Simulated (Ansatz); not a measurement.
Ideal-gas functions of Br₂H₂HfO₂ (`[OH][Hf]([OH])([Br])[Br]`) at 500 K and 1 bar, from an Ansatz frequency run at PBE0-D4/def2-TZVP.

Molar mass 372.31 g/mol, point group C2v (symmetry number 2), electronic degeneracy 1, moments of inertia 359.934, 771.169, 955.587 u Å². Harmonic wavenumbers (cm⁻¹, unscaled): 63, 103, 130, 133, 147, 172, 242, 244, 257, 280, 290, 712, 735, 4011, 4015.

Use S(trans) = R[1.5 ln M + 2.5 ln T − 1.1517]; rotational temperatures θ = 24.2544 K / I; S(rot) = R[ln(√π/σ · √(T³/θAθBθC)) + 1.5]; for each mode x = 1.438777 ν̃/T, S = R[x/(eˣ − 1) − ln(1 − e⁻ˣ)] and H = RT x/(eˣ − 1); 1 cm⁻¹ = 0.0119627 kJ/mol; R = 8.31446 J/(mol·K).

By hand: the entropy, in J/(mol·K).

Translation 193.4. Rotation: θ = 0.0674, 0.0315, 0.0254 K, giving 129.8. Vibration, mode by mode: 22.52, 18.46, 16.54, 16.35, 15.53, 14.25, 11.49, 11.42, 11.01, 10.33, 10.06, 3.67, 3.48, 0.00, 0.00, in all 165.1. Electronic 0.0. Sum 488.3 J/(mol·K).

By hand: H − E and G − E in kJ/mol, counted from the electronic energy.

Zero-point energy ½ × 11534 × 0.0119627 = 69.0; thermal vibration 37.1; translation, rotation and pV give 4 RT = 16.6. H − E = 122.7 kJ/mol, and G − E = 122.7 − 500 × 488.3/1000 = -121.5 kJ/mol.

Vibration gives 34 % of the entropy, 89.4 J/(mol·K) of it from the modes under 150 cm⁻¹: soft modes count most, and the harmonic formula is weakest for them. The sum counts one conformer and one mirror image; others add a mixing term.
